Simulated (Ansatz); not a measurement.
Which method gave which barrier?

Saddle point of Si$_{2}$H$_{9}$O$_{2}$F, singlet (Si₂H₆O ([SiH3][O][SiH3]) + H₂O + HF → Si₂H₅OF ([F][SiH2][O][SiH3]) + H₂O + H₂; bonds formed: Si1–F8, H2–H9, H7–O10; bonds broken: Si1–H2, H7–F8, H9–O10), PBE0-D4/def2-TZVP structure:

| atom | x (Å) | y (Å) | z (Å) |
| --- | --- | --- | --- |
| Si1 | 0.3210 | 0.6688 | 0.7708 |
| H2 | 0.2005 | -0.7827 | -0.0172 |
| O3 | 0.3768 | 1.2965 | -0.7956 |
| Si4 | -0.5550 | 1.4204 | -2.1220 |
| H5 | 1.6703 | 1.1104 | 1.1733 |
| H6 | -0.9549 | 1.2731 | 1.2186 |
| H7 | 0.1512 | -1.7706 | 2.0237 |
| F8 | 0.2841 | -0.3569 | 2.2597 |
| H9 | 0.1370 | -1.6519 | 0.4848 |
| O10 | 0.0538 | -2.5167 | 1.3259 |
| H11 | -1.8507 | 2.0916 | -1.8201 |
| H12 | 0.1693 | 2.2054 | -3.1536 |
| H13 | -0.8581 | 0.0671 | -2.6753 |
| H14 | 0.8546 | -3.0544 | 1.3270 |

Program: Ansatz 0.2.0. Basis: def2-TZVPP, with def2-QZVPP for the basis limit. Cores are frozen in the correlated methods. Extrapolation: Hartree–Fock as exp(−7.88 √X), correlation as X^−2.97. Four methods, as single points on the PBE0-D4 structures, gave these electronic barriers from the start structure: 0.384, 1.056, 1.388, 2.055 eV.

**Question.** The methods were, in alphabetical order, BHLYP-D4, HF, PBE0-D4, SPW92. Which gave which? (A judgement: the text doesn't fix the answer.)

**Answer.** The calculation gives: SPW92 0.384; PBE0-D4 1.056; BHLYP-D4 1.388; HF 2.055 eV. For comparison, CCSD(T) at an estimated basis limit (MP2 extrapolated from triple and quadruple zeta, plus CCSD(T) − MP2 in triple zeta) gives 1.292 eV.

The T1 diagnostic stays at or below 0.012.

Labels in which every atom is bracketed show which atoms are joined, not bond orders.

For scale, one of the runs: CCSD(T)/def2-TZVPP, 303 basis functions, launched by `ansatz run in.yaml --threads 8 --pin off --events-out ev --progress --plain --max-ram 19148MiB`. Hardware: 8 CPU threads of an Intel Xeon, shared host. Wall time 4.7 min; peak host memory 10 GiB.
